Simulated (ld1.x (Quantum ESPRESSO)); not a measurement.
## boron (B) RRKJ: all-electron and pseudo phase curves

| Item | Value |
| --- | --- |
| Element | B |
| Generator | ld1.x (Quantum ESPRESSO) 7.5 |
| Type | norm-conserving RRKJ (Kleinman–Bylander form) |
| Functional | LDA (PZ) |
| Relativity | non-relativistic |
| Frozen core | [He] |
| Valence charge | 3 |
| Reference configuration | 2s2 2p0.5 (charge +0.5) |
| Partial waves | 2s (bound): rc 1.40 bohr; 2p (bound): rc 2.20 bohr |
| Local potential | the p channel |
| Core correction | a·sin(br)/r model core, default radius (core density twice the valence density) |
| rho0 | 0.01 |

The phase is arctan(r·u′/u) with u = r·R(r), unwrapped; energies in Ry, scanned from -3 to 5 Ry. A pole is an energy at which the radial function vanishes at the test radius. The pseudo phase is shifted by a multiple of π to meet the all-electron one at the reference energy, and phase errors are pseudo minus all-electron; the curves can meet again beyond the range given. Levels narrower than the energy grid can be missing from the lists of poles.

```tsv
channel	radius (bohr)	reference energy (Ry)	poles, all-electron	poles, pseudo	unbroken range about the reference energy with phases within 0.05 rad	phase error 1 Ry above the reference energy (rad)
s	2.39	-1.03	-0.18	-0.17	below 2.1	+0.004
p	2.39	-0.60	0.16	0.18	below 1.4	+0.012
```

Phases in the p channel:

| E (Ry) | all-electron | pseudo |
| --- | --- | --- |
| -3.00 | 1.290 | 1.292 |
| -2.52 | 1.251 | 1.253 |
| -2.04 | 1.189 | 1.192 |
| -1.56 | 1.069 | 1.073 |
| -1.08 | 0.711 | 0.717 |
| -0.60 | -0.732 | -0.732 |
| -0.12 | -1.438 | -1.433 |
| 0.36 | -1.636 | -1.625 |
| 0.84 | -1.758 | -1.736 |
| 1.32 | -1.883 | -1.838 |
| 1.80 | -2.084 | -1.975 |
| 2.28 | -2.567 | -2.228 |
| 2.76 | -3.610 | -2.844 |
| 3.24 | -4.213 | -3.778 |
| 3.72 | -4.436 | -4.236 |
| 4.20 | -4.546 | -4.427 |
| 4.68 | -4.613 | -4.529 |
